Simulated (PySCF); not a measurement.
First SCF of a structure search on singlet HgF2, at a hand-made bent geometry. PySCF input:

```python
from pyscf import gto, scf, dft
mol = gto.M(atom='''
Hg     0.000000     0.000000     0.000000
F      1.613700     0.000000     1.129900
F     -1.613700     0.000000     1.129900''',
    basis={'Hg': 'def2-TZVP', 'F': 'def2-TZVP'},
    ecp={'Hg': 'def2-TZVP'},
    charge=0, spin=0)
mf = dft.RKS(mol, xc='PBE')
mf.grids.atom_grid = (50, 194)
aux = {'Hg': 'def2-universal-JKFIT', 'F': 'def2-universal-JKFIT'}
mf = mf.density_fit(auxbasis=aux)
mf.conv_tol = 1e-08
mf.diis_space = 10
mf.max_cycle = 60
mf.init_guess = 'minao'
mf.verbose = 4
mf.kernel()
```

Excerpt of the output (cycles and frontier levels):

```
init E= -334.533336263257
  HOMO = -0.760102543823869  LUMO = -0.686512799960777  gap/eV = 2.00248
cycle= 1 E= -352.325915053675  delta_E= -17.8  |g|= 2.09  |ddm|= 10.1
  HOMO = 0.00265682705381952  LUMO = 0.0316124183040696  gap/eV = 0.78792
cycle= 2 E= -347.941086834189  delta_E= 4.38  |g|= 5.01  |ddm|= 5.07
  HOMO = -0.320101077859271  LUMO = -0.233270073714028  gap/eV = 2.36279
cycle= 3 E= -353.02000764434  delta_E= -5.08  |g|= 0.423  |ddm|= 3.63
  HOMO = -0.324640572887013  LUMO = -0.220998638617719  gap/eV = 2.82024
cycle= 4 E= -352.984711489721  delta_E= 0.0353  |g|= 0.641  |ddm|= 0.789
  HOMO = -0.270594745201832  LUMO = -0.199715989785773  gap/eV = 1.92871
cycle= 5 E= -353.039473108521  delta_E= -0.0548  |g|= 0.235  |ddm|= 0.64
  HOMO = -0.281535083543437  LUMO = -0.199298435604405  gap/eV = 2.23777
cycle= 6 E= -353.050339462539  delta_E= -0.0109  |g|= 0.0213  |ddm|= 0.216
  HOMO = -0.284653114019966  LUMO = -0.202173897875742  gap/eV = 2.24437
cycle= 7 E= -353.050417322152  delta_E= -7.79e-05  |g|= 0.00154  |ddm|= 0.015
  HOMO = -0.284772985619494  LUMO = -0.202308923221761  gap/eV = 2.24396
cycle= 8 E= -353.050417446699  delta_E= -1.25e-07  |g|= 0.000935  |ddm|= 0.00179
  HOMO = -0.284834172658148  LUMO = -0.202315957619405  gap/eV = 2.24544
cycle= 9 E= -353.050417640948  delta_E= -1.94e-07  |g|= 6.2e-05  |ddm|= 0.00109
  HOMO = -0.284834047337682  LUMO = -0.202318120840307  gap/eV = 2.24537
cycle= 10 E= -353.050417641768  delta_E= -8.2e-10  |g|= 7.25e-06  |ddm|= 7.01e-05
  HOMO = -0.284833587752583  LUMO = -0.202318000403007  gap/eV = 2.24536
Extra cycle  E= -353.050417641749  delta_E= 1.96e-11  |g|= 1.29e-05  |ddm|= 1.46e-05
converged SCF energy = -353.050417641749
```

No lower solution of this spin was found from smeared starts or by a stability analysis within the restricted form, which does not test spin polarisation.

Spin–orbit coupling, left out here, can matter for elements this heavy.

The search for the lowest solution, 3 starts and the stability check together, took 19 s on 2 threads of a shared Arm Neoverse V1 host, with 105 basis functions; the process peaked at 0.38 GiB.
